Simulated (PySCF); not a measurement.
**Potential energy of ErB along the bond**

Set-up: basis Er x2c-TZVPall, B x2c-TZVPall; spin-free X2C with a Gaussian nucleus; PySCF 2.14. Energies in eV from Er (4f12 6s2) + B in their ground configurations at the same level. State: doublet, about 11.5 electrons in the 4f shell (Mulliken), real f orbitals that mix terms.

| R (Å) | M06 |
| --- | --- |
| 2.119 | 0.0748 |
| 2.213 | -0.0859 |
| 2.283 | -0.1948 |
| 2.354 | -0.2724 |
| 2.425 | -0.3257 |
| 2.519 | -0.3684 |

Spin–orbit coupling is left out, which matters for elements this heavy, above all for dissociation energies. The state is the lowest single determinant that the PBE0 search found; with open d or f shells the true ground state can be another one.
